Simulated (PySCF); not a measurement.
**Magnetic susceptibility: `[CH3][Ge]([CH3])([CH3])[C](F)(F)F`, C₄H₉F₃Ge**

Cartesian coordinates in Å; atom numbers follow the order of the lines, from 1:
```xyz
17

Ge    0.000    0.001   -0.162
C    -0.002   -0.015    1.866
F    -1.245    0.009    2.387
F     0.647    1.044    2.392
F     0.597   -1.112    2.375
C     1.918    0.001   -0.661
H     2.035    0.009   -1.740
H     2.412   -0.884   -0.269
H     2.414    0.879   -0.256
C    -0.955    1.666   -0.656
H    -1.012    1.770   -1.735
H    -0.438    2.534   -0.255
H    -1.967    1.656   -0.259
C    -0.962   -1.651   -0.683
H    -1.976   -1.639   -0.291
H    -0.452   -2.527   -0.289
H    -1.013   -1.741   -1.764
```

The calculation used PySCF 2.14.0, GIAO CAM-B3LYP/def2-SVP magnetisability, rotational g tensor and spin-rotation constants, non-relativistic, gas phase. Geometry: GFN2-xTB.

The calculation is non-relativistic, which matters for the atoms heavier than Zn.

Q: What are the magnetisability and the molar susceptibility?

A: Isotropic -1618 × 10⁻³⁰ J/T², or -97.5 × 10⁻⁶ cm³/mol; principal values -1621, -1618, -1617 × 10⁻³⁰ J/T², anisotropy 3 × 10⁻³⁰ J/T² (root of half the summed squared differences of the principal values). The susceptibility is in cgs units.

Q: Split it along the inertial axes a, b, c into diamagnetic and paramagnetic parts about the centre of mass, with the quadrupole moment.

A: 
| axis | χ (10⁻⁶ cm³/mol) | diamagnetic (10⁻⁶ cm³/mol) | paramagnetic (10⁻⁶ cm³/mol) | summed x² of all electrons (Å²) | quadrupole Θ (D Å) |
| --- | --- | --- | --- | --- | --- |
| a | -97.6 | -781.8 | 684.2 | 176.9 | -2.20 |
| b | -97.4 | -1141.4 | 1044.0 | 92.1 | +1.10 |
| c | -97.4 | -1141.4 | 1044.0 | 92.1 | +1.10 |

Anisotropies 2χaa − χbb − χcc = -0.4 and 2χbb − χaa − χcc = +0.2 × 10⁻⁶ cm³/mol. Θ is traceless in Buckingham's convention.

Q: And the rotational g tensor?

A: 
| axis | rotational constant (GHz) | g | nuclear part | electronic part |
| --- | --- | --- | --- | --- |
| a | 1.8514 | -0.0049 | 0.5902 | -0.5951 |
| b | 1.1009 | -0.0040 | 0.5359 | -0.5400 |
| c | 1.1003 | -0.0040 | 0.5357 | -0.5397 |

Prolate top; isotopes 12C, 19F, 74Ge, 1H; no vibrational averaging.
